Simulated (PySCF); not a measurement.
B(H)(Br)(NH2), SMILES B(N)Br (PBE0/def2-SVP optimised geometry):

```
6

B     -0.116    -0.523     0.000
H     -0.689    -1.581     0.000
Br     1.815    -0.523     0.000
N     -0.804     0.678     0.000
H     -0.347     1.581     0.000
H     -1.815     0.717     0.000
```

Calculation: PBE0/def2-TZVP (PySCF).

Task: What are the frontier orbital energies and the dipole moment?

Result: HOMO-2 -9.62 eV, HOMO-1 -8.07 eV, HOMO -8.03 eV, LUMO -0.01 eV, LUMO+1 0.84 eV; dipole moment 2.83 D.

Meta-Löwdin charges at PBE0/def2-TZVP: B1 0.03, H2 0.02, Br3 -0.12, N4 -0.43, H5 0.25, H6 0.26.
